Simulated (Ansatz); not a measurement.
```xyz
8

C    -0.156   -0.412   -0.696
C     0.164    0.526    0.438
I     0.068   -0.452    2.349
H    -0.094    0.130   -1.646
H    -1.163   -0.821   -0.604
H     0.547   -1.246   -0.736
H    -0.542    1.351    0.513
H     1.175    0.924    0.382
```

Charge 0, multiplicity 1. I: def2 effective core potential.

Problem. List the r2SCAN/def2-TZVPP orbital energies in eV (the Gaussian-basis code of Ansatz). (Best estimate.)

Solution. Ansatz gave: Occupied: -274.50, -273.30, -184.24, -130.38, -130.07, -130.06, -50.15, -50.05, -50.05, -49.79, -49.79, -20.72, -17.82, -15.77, -12.04, -11.21, -10.24, -9.36, -8.44, -6.36, -6.33. Lowest empty: -1.39, 1.39, 2.41, 2.56, 2.92, 3.23, 3.69, 4.52.
